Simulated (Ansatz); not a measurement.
Molecule: CLiN (charge 0, singlet). SMILES: [C][N][Li]
Coordinates optimised at B3LYP-D3(BJ)/def2-TZVP (Ansatz, an electronic-structure program):
```
N
C 1 1.1713
Li 1 1.7580 2 180.00
```

Atomisation energy built up term by term with Ansatz (kcal/mol; UHF references for open shells; valence terms freeze the core; atomic spin-orbit terms are left out; no core correlation term is included; no scalar relativity (X2C) term is included). CBS(X,Y): correlation extrapolated as X^-3; Hartree-Fock from the larger set.

```tsv
term	basis	kcal/mol
Hartree-Fock	def2-QZVPPD	186.28
CCSD correlation	CBS(def2-TZVPPD,def2-QZVPPD)	97.66
(T)	CBS(def2-TZVPPD,def2-QZVPPD)	9.52
sum: De		293.5
```

(T) makes 3.2 % of the CCSD(T) atomisation energy; under 5 % is typical of single-reference molecules.
